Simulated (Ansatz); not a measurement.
Reactions of C3H8N2, SMILES `CNC(C)=N`.

Isolated molecules relaxed with PBE0-D4/def2-TZVP in Ansatz; ΔE leaves out vibrations. CCSD(T)/CBS adds triple-zeta CCSD(T) − MP2 to the extrapolated MP2 energy (def2 sets, frozen cores). This one scheme is used for every species. DFT in def2-TZVPP. B3LYP here is the variant with VWN-RPA as its local correlation; programs differ in this. For Ge, Ti outer-core shells are correlated without core-valence functions, which leaves a few kJ/mol of doubt a bond. Scalar relativity is left out up to krypton. Each species was taken in one conformer, which may not be the lowest.

| reaction | B3LYP-D4 (kcal/mol) | PBE0-D4 (kcal/mol) | CCSD(T)/CBS(def2) (kcal/mol) |
| --- | --- | --- | --- |
| `CNC(C)=N` + `[NH2][Ge][SH]` → `C[S][Ge][NH2]` + `CC(=N)N` | -0.6 | -0.9 | -0.9 |
| `CNC(C)=N` + `[OH][Ti]([Cl])([Cl])[Cl]` → `C[O][Ti]([Cl])([Cl])[Cl]` + `CC(=N)N` | 1.4 | 2.5 | 2.4 |
| `CNC(C)=N` + `CBN` → `CBNC` + `CNC=N` | 12.9 | 13.5 | 14.0 |
| `CNC(C)=N` + H–F → `CC(=N)F` + CH₃NH₂ | 9.7 | 10.7 | 11.7 |
| `CNC(C)=N` + `N=C(O)O` → `CN=C(O)O` + `CNC=N` | 12.1 | 12.5 | 13.1 |

Largest T1 diagnostic: 0.024, for `[OH][Ti]([Cl])([Cl])[Cl]`.
